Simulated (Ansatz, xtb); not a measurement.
## Two structures of H9InOSi2

Structure a: a singlet given by its coordinates. Structure b: a singlet given by its coordinates. Both are isolated molecules in the gas phase, relaxed with PBE0-D4/def2-SVP.

a (Å):

```xyz
13

In   -1.6175    1.9484   -0.6755
O    -2.6802    1.0777    1.3081
Si   -2.1790   -0.2154    2.2918
Si    0.7697    1.2596    0.0655
H    -1.4186    0.2968    3.4652
H    -3.3815   -0.9620    2.7592
H    -1.3295   -1.0502    1.4070
H    -3.2645    1.7407    1.6943
H    -2.4885    1.0069   -1.8466
H    -2.1711    3.5590   -0.2975
H     1.1785   -0.1085   -0.3935
H     0.8662    1.2389    1.5668
H     1.8254    2.2122   -0.4101
```

Close contacts (Å): In1–O2 2.41, In1–Si4 2.59, O2–Si3 1.70, In1–H9 1.74, In1–H10 1.74, O2–H8 0.96, Si3–H5 1.49, Si3–H6 1.49, Si3–H7 1.48, Si4–H11 1.50, Si4–H12 1.50, Si4–H13 1.50.

b (Å):

```xyz
13

In    0.2708   -1.9614   -0.8992
O     0.0700    0.2632    0.0900
Si   -0.5494    1.4238   -0.9825
Si    0.3310    0.2821    1.7671
H    -2.0134    1.2177   -1.1482
H    -0.2859    2.7658   -0.3851
H     0.1697    1.2682   -2.2730
H    -0.8556   -0.2855    2.4620
H     0.5274    1.7057    2.1696
H     1.5527   -0.5181    2.0384
H    -0.9955   -1.6187   -2.0443
H    -0.1313   -2.7215    0.6150
H     1.9299   -1.8561   -1.3949
```

Close contacts (Å): In1–O2 2.44, O2–Si3 1.70, O2–Si4 1.70, In1–H11 1.74, In1–H12 1.74, In1–H13 1.73, Si3–H5 1.49, Si3–H6 1.49, Si3–H7 1.49, Si4–H8 1.49, Si4–H9 1.49, Si4–H10 1.49.

Estimate E(b) − E(a) at the level CCSD(T)/def2-SVP + ΔMP2/def2-TZVPP.

Calculated at CCSD(T)/def2-SVP + ΔMP2/def2-TZVPP: E(b) − E(a) = −14.6 kcal/mol, so structure b lies lower.

Level by level:

```tsv
level	geometry	E(b) − E(a) (kcal/mol)	departure from the last row (kcal/mol)	job, with rough time for the two
PBE0-D4/def2-SVP	PBE0-D4/def2-SVP	−9.1	+5.5	optimisation, 2.2 min
HF/def2-SVP	PBE0-D4/def2-SVP	−15.6	−1.0	part of the CCSD(T) run
MP2/def2-SVP	PBE0-D4/def2-SVP	−14.3	+0.3	part of the CCSD(T) run
CCSD(T)/def2-SVP	PBE0-D4/def2-SVP	−13.2	+1.5	single point
CCSD(T)/def2-SVP + ΔMP2/def2-TZVPP	PBE0-D4/def2-SVP	−14.6		single point, 52 s
```

None of the levels shown reverses the order. The largest departure from CCSD(T)/def2-SVP + ΔMP2/def2-TZVPP is that of PBE0-D4/def2-SVP, 5.5 kcal/mol. A small imaginary or near-zero mode remains, so no thermal terms are given. Levels run at GFN2-xTB geometries aren't shown. The last row adds to CCSD(T) the change of the MP2 difference between the two basis sets, here −1.5 kcal/mol.

The correlated steps freeze 15 core orbitals; the filled d shell of In is correlated, in a basis made for valence electrons. Atoms past krypton carry core potentials in the def2 sets and no spin–orbit term is included. Run with Ansatz 0.2.0, xtb 6.7.1; the last row on 2 threads of Arm Neoverse V2 on a shared host.
